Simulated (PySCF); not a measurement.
Input of a run (PBE0-D3(BJ)/def2-SVP geometry optimisation, gas phase (PySCF 2.14.0)), started from GFN2-xTB:
```
{"job": {"xc": "PBE0", "basis": "def2-SVP", "d3": "d3bj", "grid": 1, "maxiter": 30, "shake": 0.01, "kind": "geom"}, "charge": 0, "multiplicity": 1}
O      1.129470     1.485370     0.305940
C      0.752570     0.432300    -0.028560
Br     1.937610    -0.835070    -0.849560
C     -0.620210    -0.144850     0.053800
F     -1.437170     0.626890     0.810040
F     -0.637530    -1.367780     0.608440
H     -1.090790    -0.225950    -0.950030
```

Output (energies in Eh, forces in Eh/bohr):
```
step   0  E = -2924.63419046  max force = 0.050538
step   1  E = -2924.63632500  max force = 0.025387
step   2  E = -2924.63741992  max force = 0.005119
step   3  E = -2924.63772726  max force = 0.005761
step   4  E = -2924.63779611  max force = 0.001905
step   5  E = -2924.63783411  max force = 0.000413
step   6  E = -2924.63783684  max force = 0.000157
optimisation converged
```

**Question.** Summarise the run.

**Answer.** The energy falls by 9.6 kJ/mol over 7 energy and gradient evaluations, the largest force component goes from 0.0505 to 1.6e-04 Eh/bohr, and the atoms move by 0.078 Å rms after alignment. The bond that changes most is C2–C4 (acyl halide carbon to CHF2 carbon), which lengthens by 0.046 Å. Bonds longer at the end by more than 0.005 Å: 3 of 6; shorter: 2. Among the angles that change most is O1–C2–C4, from 129.1° to 125.2°. The energy never rose by more than 1e-6 Eh on the way. The first step brought 59 % of the lowering.

**Question.** What are the final bond lengths?

**Answer.** O1=C2 1.177 Å, C2–Br3 1.936 Å, C2–C4 1.538 Å, C4–F5 1.334 Å, C4–F6 1.340 Å, C4–H7 1.105 Å. Numbering counts from 1 in the input's order; the species is `C(C(=O)Br)(F)F`.

The run used 107 basis functions and 51 SCF cycles in all.

PBE0-D3(BJ)/def2-SVP frequencies: not computed here. One conformer, not necessarily the lowest.

Shape of the structure used: `[O:1]=[C:2]([Br:3])[CH:4]([F:5])[F:6]`: O1–C2–C4–F5 -4°.
